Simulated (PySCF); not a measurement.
C4H5F, SMILES C#C[C@H](C)F. Heavy atoms are numbered as in [CH:1]#[C:2][C@H:3]([CH3:4])[F:5]. Hydrogens are named by the atom that carries them.

Geometry optimised at PBE0-D3(BJ)/def2-SVP. The structure was generated by enumeration; whether it is a known compound was not checked.

Level of theory: PBE/pcSseg-1 in PySCF.

GIAO shieldings, no solvent; atoms alike by connectivity are averaged. δ = σ(ref) − σ: ¹³C against TMS (σ = 182.0 ppm); ¹⁹F against CFCl3 (σ = 133.6 ppm); ¹H against TMS (σ = 31.49 ppm), references at their B3LYP-D3(BJ)/def2-TZVP geometries, non-relativistic.

```tsv
nucleus	atoms	count	δ (ppm)
¹³C	C2	1	87.1
¹³C	C3 (CH)	1	84.4
¹³C	C1 (CH)	1	80.7
¹³C	C4 (CH3)	1	27.0
¹⁹F	F5	1	-226.8
¹H	H on C3	1	5.64
¹H	H on C1	1	2.60
¹H	H on C4	3	1.76
```
